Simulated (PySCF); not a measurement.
Compound: 4H-thiopyran-4-one, C₅H₄OS.
SMILES: `O=c1ccscc1`

All values: CAM-B3LYP/def2-SVPD (PySCF, non-relativistic), on one gas-phase PBE0-D3(BJ)/def2-SVP geometry that isn't relaxed in the solvent. The solvent is an IEF-PCM continuum (van der Waals radii × 1.2), and excitations are vertical TDDFT with non-equilibrium linear response and a frozen core. Only the electrostatic response of the medium enters.

Gas-phase singlets (H = HOMO, L = LUMO):

```
state  E (eV)  λ (nm)      f  leading configurations
   S1   3.995     310  0.000               H-1→L 96%
   S2   4.968     250  0.036               H→L+1 97%
   S3   5.055     245  0.293                 H→L 92%
   S4   5.253     236  0.000             H-1→L+1 98%
   S5   6.042     205  0.000    H→L+3 76%, H→L+5 14%
```

Give the list for chloroform (ε = 4.711), n² = 2.09.

```json
{"state": "S1", "E (eV)": "4.226", "λ (nm)": "293", "f": "0.000", "leading configurations": "H-1→L 96%", "change by rank (eV)": "+0.231"}
{"state": "S2", "E (eV)": "4.896", "λ (nm)": "253", "f": "0.410", "leading configurations": "H→L 95%", "change by rank (eV)": "-0.072"}
{"state": "S3", "E (eV)": "5.042", "λ (nm)": "246", "f": "0.049", "leading configurations": "H→L+1 95%", "change by rank (eV)": "-0.013"}
{"state": "S4", "E (eV)": "5.549", "λ (nm)": "223", "f": "0.000", "leading configurations": "H-1→L+1 98%", "change by rank (eV)": "+0.296"}
{"state": "S5", "E (eV)": "6.215", "λ (nm)": "200", "f": "0.123", "leading configurations": "H-2→L 94%", "change by rank (eV)": "+0.173"}
```

How does the list change in acetonitrile (ε = 35.69)?

```tsv
state	E (eV)	λ (nm)	f	leading configurations	change by rank (eV)
S1	4.323	287	0.000	H-1→L 96%	+0.328
S2	4.910	252	0.386	H→L 94%	-0.058
S3	5.086	244	0.044	H→L+1 94%	+0.031
S4	5.664	219	0.001	H-1→L+1 98%	+0.411
S5	6.179	201	0.126	H-2→L 92%	+0.137
```

The ground-state energy changes by -0.379 eV from gas to acetonitrile. By how much does the total energy of gas-phase S1 change?

E(S1) = E(S0) + excitation energy, so it changes by -0.379 + 0.328 = -0.051 eV: it is lowered less than the ground state, which is what a blue shift means. This is the vertical state, with the slow part of the continuum still set for S0.

How do the frontier levels move from gas to acetonitrile?

| orbital | gas (eV) | solvent (eV) | change (eV) |
| --- | --- | --- | --- |
| LUMO+2 | 0.90 | 1.25 | +0.35 |
| LUMO+1 | -0.11 | 0.11 | +0.22 |
| LUMO | -0.65 | -0.59 | +0.06 |
| HOMO | -8.22 | -8.17 | +0.05 |
| HOMO-1 | -8.78 | -9.02 | -0.24 |
| HOMO-2 | -10.13 | -9.88 | +0.25 |
| HOMO-3 | -11.85 | -11.62 | +0.23 |

The HOMO–LUMO gap goes from 7.57 to 7.58 eV. Rows go by rank; for HOMO-3 the atom shares or the degeneracy differ between the runs, so the row needn't follow one orbital.
